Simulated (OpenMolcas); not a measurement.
**Ni7+: effect of the basis set**

```yaml
Program: OpenMolcas
Method: "MS-RASPT2, IPEA 0.25 Eh, imaginary shift 0.1 Eh (closed shells correlated: 3s)"
Active_space: 9 electrons in 8 orbitals (RAS1 3p, at most 2 holes; RAS2 3d)
State_averaging: 2S+1 = 4 even, 10 roots; 2S+1 = 2 even, 40 roots
Spin-orbit_coupling: RASSI with atomic mean-field integrals over the reference wave functions, term energies averaged over their components
```

A. ANO-RCC-VTZP [6s5p3d2f1g], DKH2, point nucleus; CASPT2 step about 40 core-seconds
B. ANO-R2 [6s5p4d2f1g], X2C, finite nucleus; CASPT2 step of the order of 40 core-seconds
C. ANO-RCC-VQZP [7s6p4d3f2g1h], DKH2, point nucleus; CASPT2 step roughly 60 core-seconds

Energies in cm⁻¹ above 3d³ ⁴F_3/2, the measured ground level; measured values from Corliss and Sugar, J. Phys. Chem. Ref. Data 10, 197 (1981).

| Level | A | B | C | Measured |
| --- | --- | --- | --- | --- |
| 3d³ ⁴F_3/2 | 0.0 | 0.0 | 0.0 | 0.0 |
| 3d³ ⁴F_5/2 | 1007 | 976 | 965 | 1012 |
| 3d³ ⁴F_7/2 | 2330 | 2260 | 2240 | 2184 |
| 3d³ ⁴F_9/2 | 3910 | 3800 | 3760 | 3721 |
| 3d³ ⁴P_1/2 | 24180 | 24290 | 24160 | 23261 |
| 3d³ ⁴P_3/2 | 24420 | 24540 | 24400 | 23710 |
| 3d³ ⁴P_5/2 | 25780 | 25840 | 25700 | 24669 |
| 3d³ ²G_7/2 | 26680 | 26900 | 26500 |  |
| 3d³ ²G_9/2 | 27920 | 28120 | 27700 |  |
| 3d³ ²P_3/2 [54 %] | 33560 | 33860 | 33440 |  |
| 3d³ ²P_1/2 | 34030 | 34320 | 33880 |  |
| 3d³ ²H_9/2 | 36850 | 37080 | 36590 |  |
| 3d³ ²D_5/2(1) | 37660 | 37870 | 37430 |  |
| 3d³ ²H_11/2 | 37690 | 37910 | 37410 |  |
| 3d³ ²D_3/2(1) [58 %] | 37880 | 38090 | 37630 |  |
| 3d³ ²F_7/2 | 59110 | 59390 | 58870 |  |
| 3d³ ²F_5/2 | 59640 | 59910 | 59380 |  |
| 3d³ ²D_5/2(2) | 91630 | 92000 | 91340 |  |
| 3d³ ²D_3/2(2) | 92250 | 92610 | 91940 |  |

Deviations, from unrounded energies. A percentage is the sum of absolute deviations over the sum of measured energies, with the sign that they share, or ± where signs differ.

```tsv
Against measurement	Levels	A	B	C
mean absolute deviation (cm-1)	6	510	540	460
fine structure of the ground term (%)	3	±5.0	±2.9	±2.1
other terms of the ground configuration (%)	3	+3.8	+4.2	+3.6
```

C lies closest to measurement on these levels and B furthest from it. The largest miss of C in the table is 3d³ ⁴P_5/2, by +1000 cm-1. The ranking rests on the paired levels alone, and a cruder setting can come out closer through cancelling errors.

The two smallest mean deviations differ by little beside CASPT2's spread within terms, so their order carries little weight.

Among A to C the level of the table that moves most is 3d³ ²D_3/2(2), by 670 cm-1 (lowest in C, highest in B). Moves below CASPT2's spread within the term are not significant.

Term energies are means over components that CASPT2 splits; among the terms shown or strongly mixed into the levels shown the widest spread is 1200 cm-1 (3d³ ⁴F, C). Active for correlation alone: 3p; no level in the range computed is led by a configuration that opens it, so any true level of that kind is missing. The CASPT2 spread within a term exceeds the gap to the next term for 3d³ ²D(1) and 3d³ ²H, so the order of their levels is uncertain. Measured partners are found by configuration, term and J. A level has none where our copy of the source lacks it or the pairing is in doubt (some pairs that miss far off the trend of their configuration count as doubtful), and it then counts in no deviation. Only configurations of the active space appear.

A share in square brackets marks a mixed level and gives the weight of the term that names it, the lowest over the columns. A number in round brackets counts repeated terms of one configuration in the order of the reference energies.
